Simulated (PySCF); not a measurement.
## Working out the ionisation energy of S²⁺

S²⁺ [Ne] 3s2 3p2 (3P) → S³⁺ [Ne] 3s2 3p1 (2P). Calculation: PySCF 2.14, in aug-cc-pV(D+d)Z; the non-relativistic Hamiltonian (point nucleus). Frozen: [Ne]. Energies in hartree (1 hartree = 27.21139 eV):

```tsv
part	S²⁺ (lower)	S³⁺ (upper)
UHF	-396.324755	-395.069850
CCSD correlation	-0.077929	-0.064270
(T)	-0.001017	-0.000636
```

**Question.** What does Hartree-Fock give?

**Answer.** (-395.069850) − (-396.324755) = 1.254905 hartree = 34.148 eV.

**Question.** What do CCSD and CCSD(T) give?

**Answer.** The CCSD correlation energies differ by 0.013659 hartree = 0.372 eV and the triples by 0.000381 hartree = 0.010 eV, so CCSD gives 34.520 eV and CCSD(T) 34.530 eV.

A first-order spin-orbit estimate adds -0.007 eV to CCSD(T) (valence), giving 34.523 eV against 34.86 ± 0.04 eV (semi-empirical (NIST evaluation); NIST Atomic Spectra Database, ionization energies).

What remains against the reference includes basis incompleteness, the frozen core and higher excitations.
